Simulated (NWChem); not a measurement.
Everything below was run with NWChem. System: Br2Zn, charge 0, spin multiplicity 1, at a geometry optimised with PBE/def2-SVP. The structure started from a generated list of species. Level: MP2/def2-TZVP, 27 core orbitals frozen.

NWChem printed:

```
             Northwest Computational Chemistry Package (NWChem) 7.3.0
             --------------------------------------------------------

                                NWChem Input Module
                                -------------------

 Scaling coordinates for geometry "geometry" by  1.889725989
 (inverse scale =  0.529177249)

 Turning off AUTOSYM since
 SYMMETRY directive was detected!

                             Geometry "geometry" -> ""
                             -------------------------

 Output coordinates in angstroms (scale by  1.889725989 to convert to a.u.)

  No.       Tag          Charge          X              Y              Z
 ---- ---------------- ---------- -------------- -------------- --------------
    1 Zn                  30.0000     0.00000000     0.00000000     0.00000000
    2 Br                  35.0000     0.00000000     0.00000000     2.23811200
    3 Br                  35.0000     0.00000000     0.00000000    -2.23811200

 Effective nuclear repulsion energy (a.u.)     641.3411339163

            Nuclear Dipole moment (a.u.)
            ----------------------------
        X                 Y               Z
 ---------------- ---------------- ----------------
     0.0000000000     0.0000000000     0.0000000000

      Symmetry information
      --------------------

 Group name             D2h
 Group number             26
 Group order               8
 No. of unique centers     2

      Symmetry unique atoms

     1    2


 Summary of "ao basis" -> "" (spherical)
 ------------------------------------------------------------------------------
       Tag                 Description            Shells   Functions and Types
 ---------------- ------------------------------  ------  ---------------------
 *                         def2-tzvp                  on all atoms

 Summary of "ao basis" -> "ao basis" (spherical)
 ------------------------------------------------------------------------------
       Tag                 Description            Shells   Functions and Types
 ---------------- ------------------------------  ------  ---------------------
 Zn                        def2-tzvp                16       48   6s5p4d1f
 Br                        def2-tzvp                16       48   6s5p4d1f

                                 NWChem SCF Module
                                 -----------------

  ao basis        = "ao basis"
  functions       =   144
  atoms           =     3
[...]
 -----------   ------   -------------------------------------------------------
    1 Zn  30    29.21   2.00  2.00  1.18  0.80  0.53  0.07  5.99  4.78  1.24  0.46  0.06  5.48  3.39  1.12  0.12  0.00
    2 Br  35    35.39   2.00  2.00  1.16  0.78  0.98  1.01  6.00  5.94  1.24  2.86  1.39  8.98  1.02 -0.01  0.03  0.00
    3 Br  35    35.39   2.00  2.00  1.16  0.78  0.98  1.01  6.00  5.94  1.24  2.86  1.39  8.98  1.02 -0.01  0.03  0.00

       Multipole analysis of the density wrt the origin
       ------------------------------------------------

     L   x y z        total         open         nuclear
     -   - - -        -----         ----         -------
     0   0 0 0     -0.000000      0.000000    100.000000

     1   1 0 0     -0.000000      0.000000      0.000000
     1   0 1 0      0.000000      0.000000      0.000000
     1   0 0 1     -0.000000      0.000000      0.000000

     2   2 0 0    -37.331033      0.000000      0.000000
     2   1 1 0     -0.000000      0.000000      0.000000
     2   1 0 1      0.000000      0.000000      0.000000
     2   0 2 0    -37.331033      0.000000      0.000000
     2   0 1 1      0.000000      0.000000      0.000000
     2   0 0 2    -45.592139      0.000000   1252.158607

                   NWChem MP2 Semi-direct Energy/Gradient Module
                   ---------------------------------------------

  Basis functions       =    144
  Molecular orbitals    =    144
  Frozen core           =     27
  Frozen virtuals       =      0
  Active alpha occupied =     23
  Active beta occupied  =     23
  Active alpha virtual  =     94
  Active beta virtual   =     94
  Use MO symmetry       = T
  Use skeleton AO sym   = T

  AO/Fock/Back tols     =   1.0D-09  1.0D-09  1.0D-09

 GA uses MA = F    GA memory limited = T

 Available:
  local mem=  1.26D+08
 global mem=  1.44D+08
 local disk=  0.00D+00
  mp2_memr nvloc                    94
  nvloc new                    94
   1 passes of  23:        5242880                     150358                  67207113.
   1 passes of  23: M    126147122           G      144137728           F     120904242.

 Semi-direct pass number   1 of   1  for RHF alpha+beta  at        6.8s
  vrange nnbf                  9138
  mp2_eaftype                   256  avail_ma_in_mb                  1099
 EAF : mp2_eaftype filesize         256   33603557.
  mp2_eaf for mointskh                    256
Node 0 wrote    158.1 Mb in      0.3 s     Agg I/O rate:   483.5 Mb/s
 Done moints_semi at       28.6s
  mp2_eaftype                   256  avail_ma_in_mb                   843
 EAF : mp2_eaftype filesize         256   33603557.
  mp2_eaf for kh                   256
 Done maket at       29.5s
 Done multipass loop at       29.5s

          -------------------------------------------
          SCF energy               -6922.773388196267
          Correlation energy          -0.951773902184
          Singlet pairs               -0.473009080358
          Triplet pairs               -0.478764821826
          Total MP2 energy         -6923.725162098451
          -------------------------------------------

          ---------------------------------------------------
                    Spin Component Scaled (SCS) MP2
          Same spin pairs                     -0.319176547884
          Same spin scaling factor             0.333333333333
          Opposite spin pairs                 -0.632597354300
          Opposite spin scaling fact.          1.200000000000
          SCS-MP2 correlation energy          -0.865509007788
          Total SCS-MP2 energy             -6923.638897204054
          ---------------------------------------------------

 -----------------------
 Performance information
 -----------------------

 Timer overhead =  1.36D-07 seconds/call

               Nr. of calls         CPU time (s)                 Wall time (s)                GFlops
             ---------------    -------------------     ------------------------------   -------------------
Name         Min   Avg   Max    Min     Avg     Max     Min     Avg     Max   Mx/calls   Min     Max     Sum
mp2: moin     1     1     1    22.     22.     22.      22.     22.     22.     22.      0.0     0.0     0.0
mp2: make     1     1     1   0.89    0.89    0.89     0.89    0.89    0.89    0.89      0.0     0.0     0.0
mp2: tota     1     1     1    23.     23.     23.      23.     23.     23.     23.      0.0     0.0     0.0

 The average no. of pstat calls per process was 3.00D+00
 with a timing overhead of 4.07D-07s

 Task  times  cpu:       29.5s     wall:       29.5s

 Total times  cpu:       29.5s     wall:       29.5s
```

### Question
Write an NWChem input that would produce this output.

### Answer
One answer among several that fit: 
```
start mol
memory heap 200 mb stack 900 mb global 1100 mb
geometry units angstroms nocenter noautoz
  Zn     0.000000     0.000000     0.000000
  Br     0.000000     0.000000     2.238112
  Br     0.000000     0.000000    -2.238112
  symmetry group D2h
end
basis spherical
  * library def2-tzvp
end
scf
  rhf
  nopen 0
  maxiter 100
  thresh 1e-7
  semidirect memsize 60000000 filesize 0
end
mp2
  freeze core 27
end
task mp2 energy
```
